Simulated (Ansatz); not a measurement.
Question: Name a neutral molecule of Br, C, Si and H with HOMO–LUMO gap (ωB97M-V/def2-TZVPP) between 10.85 and 11.15 eV and LUMO energy (PBE/def2-TZVPP) between -1.15 and -0.85 eV (Ansatz, PBE0-D4/def2-TZVP geometry).

Answer: `Br[SiH]1CC1` (11.09 eV, -0.95 eV). Other molecules can fit too; these were computed, each in one conformer that needn't be the lowest.
